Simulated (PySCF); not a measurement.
HIrO, SMILES [OH][Ir] (connectivity only; charge and spin as stated), neutral, multiplicity 3. Atoms are numbered in the order given.

```xyz
3

Ir    -0.0020     0.1992     0.0000
O      0.1186    -1.6637     0.0000
H     -0.7932    -2.0298     0.0000
```
Charge 0, spin multiplicity 3.

Coordinates come from a PBE-D3(BJ)/def2-TZVPD optimisation. The spin state was assumed, not searched. The def2 effective core potentials stand for the cores of Ir; spin–orbit coupling is left out.

Calculation: ωB97X/def2-TZVPD (PySCF).

Mulliken values depend strongly on the basis, most of all with diffuse functions as here. ESP charges are fitted to the potential on shells at 1.4 to 2.0 van der Waals radii. Atomic charges (e):

| atom | ESP fit | Mulliken | Mulliken spin |
|---|---|---|---|
| Ir1 | … | 0.28 | 1.85 |
| O2 | … | -0.56 | 0.16 |
| H3 | … | 0.29 | -0.01 |

Q: Fill in the missing entries. (The exact figures need the calculation; the answer reports its results.)

A: 
- Ir1, ESP fit: 0.22
- O2, ESP fit: -0.55
- H3, ESP fit: 0.34
